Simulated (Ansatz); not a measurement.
Two isomers of CH7GeNO: A = `NC[O][GeH3]`, B = `[CH3][GeH]([NH2])[OH]`.

Isolated molecules relaxed with PBE0-D4/def2-TZVP in Ansatz; ΔE leaves out vibrations. CCSD(T)/CBS adds triple-zeta CCSD(T) − MP2 to the extrapolated MP2 energy (def2 sets, frozen cores). Functionals use def2-TZVPP. B3LYP here is the variant with VWN-RPA as its local correlation; programs differ in this. For Ge outer-core shells are correlated without core-valence functions, which leaves a few kJ/mol of doubt a bond. Scalar relativity is left out up to krypton. One conformer a species, not always the lowest.

(1) Which is lower in electronic energy at CCSD(T)/CBS, and by how much? (Best estimate.)

(2) Give E(B) − E(A) in kcal/mol with ωB97M-V, B3LYP, CCSD/def2-TZVPP, r2SCAN-D4, MP2/def2-TZVPP, B2PLYP, PBE0-D4. (Best estimate.)

Largest T1 diagnostic: 0.012.

Results:

(1) Computed: B, by 37.5 kcal/mol.

(2) Computed: ωB97M-V -35.2, B3LYP -33.1, CCSD/def2-TZVPP -36.4, r2SCAN-D4 -34.8, MP2/def2-TZVPP -39.2, B2PLYP -35.2, PBE0-D4 -34.1. None reverses the order clearly.

In def2-TZVPP, CCSD(T) changes the Hartree–Fock value by −3.3 kcal/mol (the triples alone add −0.1 kcal/mol) and MP2 by −6.1 kcal/mol. From PBE to PBE0 (25 % exact exchange), in def2-TZVPP and without D4, E(B) − E(A) moves by −1.2 kcal/mol.
